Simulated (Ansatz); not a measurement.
All numbers were calculated with Ansatz.

A structure relaxed at PBE0-D4/def2-TZVP, charge 0, multiplicity 1:

```xyz
7

N     0.9456    0.4643   -0.4191
Ti   -0.6142   -0.2720    0.2599
F    -1.7614   -0.3803   -1.0593
F    -0.3073   -1.8949    0.8697
F    -1.1337    0.7312    1.5988
H     1.6210    0.9796    0.1288
H     1.2499    0.3720   -1.3788
```

(1) Give its formula and SMILES.

(2) Point group (tolerance 0.08 Å, 0.16 Å for H)?

(3) Summarise the bond lengths by kind.

## Answers

(1) F3H2NTi, `[NH2][Ti]([F])([F])[F]`.

(2) Cs.

(3) 1 × N–Ti 1.854 Å; 2 × H–N 1.011 Å; 3 × F–Ti 1.752 to 1.761 Å.
